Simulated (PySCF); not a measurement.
PbO: energy against distance

Set-up: basis Pb def2-SVP with ECP60, O def2-SVP; scalar-relativistic core potentials; PySCF 2.14. Energies in eV from Pb + O in their ground configurations at the same level. State: ¹Σ⁺ (singlet), closed shell.

All columns are CAM-B3LYP. A positive dipole means Pb(−)O(+).

```csv
R (Å),E (eV),μ (D),Mulliken charge on Pb (basis-dependent),HOMO (eV),LUMO (eV),Mayer bond order,⟨S²⟩
1.661,-2.674,-2.98,0.61,-8.38,-0.57,2.11,0.00
1.739,-3.679,-3.46,0.59,-8.48,-0.73,2.13,0.00
1.816,-4.217,-3.89,0.58,-8.51,-0.89,2.15,0.00
1.874,-4.395,-4.18,0.57,-8.50,-1.01,2.16,0.00
1.932,-4.429,-4.46,0.56,-8.47,-1.13,2.17,0.00
1.990,-4.352,-4.71,0.55,-8.34,-1.25,2.18,0.00
2.067,-4.122,-5.02,0.54,-8.09,-1.40,2.19,0.00
2.164,-3.695,-5.38,0.53,-7.81,-1.59,2.21,0.00
2.280,-3.065,-5.76,0.52,-7.52,-1.80,2.22,0.00
2.434,-2.148,-6.21,0.51,-7.22,-2.07,2.23,0.00
```

A fit through these points gives, at Re = 1.918 Å, μ = -4.39 D and dμ/dR = -4.60 D/Å; the reduced mass is 14.85 u.

Problem. How strong is the fundamental in the double-harmonic approximation, I = 42.26·(dμ/dR)²/μred km/mol?

Solution. I = 42.26·(-4.60)²/14.85 = 60.2 km/mol at CAM-B3LYP.

Spin–orbit coupling is left out, which matters for elements this heavy, above all for dissociation energies.
